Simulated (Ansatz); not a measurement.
Isolated molecules relaxed with PBE0-D4/def2-TZVP in Ansatz; ΔE leaves out vibrations. CCSD(T)/CBS adds triple-zeta CCSD(T) − MP2 to the extrapolated MP2 energy (def2 sets, frozen cores). DFT in def2-TZVPP. B3LYP here is the variant with VWN-RPA as its local correlation; programs differ in this. For Ge, Se outer-core shells are correlated without core-valence functions, which leaves a few kJ/mol of doubt a bond. Scalar relativity is left out up to krypton. One conformer a species, not always the lowest.

`[GeH3][SeH]` + `F[SiH2]CC[SiH3]` → `[SiH3]C[CH2][GeH3]` + `F[SiH2][SeH]`  (redistribution)

`[GeH3][SeH]`:

Cartesian coordinates in Å:
```
Ge 0.057 -0.236 0.549
Se -1.042 0.456 -1.418
H 0.706 0.965 1.252
H -1.046 -0.840 1.426
H 1.124 -1.291 0.222
H 0.200 0.946 -2.030
```

`F[SiH2]CC[SiH3]`:

Cartesian coordinates in Å:
```
F -0.544 -0.574 -2.554
Si -0.824 0.684 -1.597
C 0.603 0.869 -0.412
C 0.988 -0.389 0.378
Si -0.268 -0.978 1.648
H -0.943 1.889 -2.457
H -2.112 0.430 -0.905
H 0.351 1.694 0.266
H 1.458 1.223 -1.000
H 1.193 -1.220 -0.305
H 1.924 -0.214 0.921
H -0.647 0.148 2.546
H 0.325 -2.068 2.468
H -1.504 -1.494 1.002
```

`[SiH3]C[CH2][GeH3]`:

Cartesian coordinates in Å:
```
Si -2.003 -1.134 0.217
C -0.529 -0.024 0.570
C 0.486 -0.010 -0.574
Ge 2.026 1.151 -0.216
H -1.544 -2.532 -0.010
H -2.971 -1.128 1.348
H -2.704 -0.670 -1.012
H -0.059 -0.361 1.501
H -0.900 0.987 0.771
H 0.020 0.330 -1.504
H 0.865 -1.018 -0.770
H 2.746 0.676 1.060
H 1.542 2.596 0.008
H 3.026 1.136 -1.388
```

`F[SiH2][SeH]`:

Z-matrix (Å, degrees):
```
Si
Se 1 2.258
F 1 1.598 2 112.3
H 1 1.479 2 110.7 3 -119.2
H 1 1.479 2 106.0 3 117.8
H 2 1.469 1 92.7 3 77.5
```

Question: Is it downhill or uphill in electronic energy at CCSD(T)/CBS, and by how much? (Best estimate.)

Answer: The calculation gave: Nearly level: ΔE = -1.5 kJ/mol.

Question: What do these levels give: PBE-D4, ωB97X-V, B2PLYP, PBE, r2SCAN, B3LYP, MP2/def2-TZVPP, SCS-MP2/def2-TZVPP, HF/def2-QZVPP, SCS-MP2/def2-QZVPP, MP2/CBS(def2), CCSD/CBS(def2)? (Estimate.)

Answer: Ansatz gave: PBE-D4 3.1, ωB97X-V 5.8, B2PLYP 3.4, PBE 1.8, r2SCAN 3.4, B3LYP 5.3, MP2/def2-TZVPP -1.1, SCS-MP2/def2-TZVPP 1.1, HF/def2-QZVPP 10.9, SCS-MP2/def2-QZVPP -0.2, MP2/CBS(def2) -3.9, CCSD/CBS(def2) -0.3 kJ/mol.

Largest T1 diagnostic among the species: 0.011.

In def2-TZVPP, CCSD(T) changes the Hartree–Fock value by −9.2 kJ/mol (the triples alone add −1.2 kJ/mol) and MP2 by −11.7 kJ/mol.
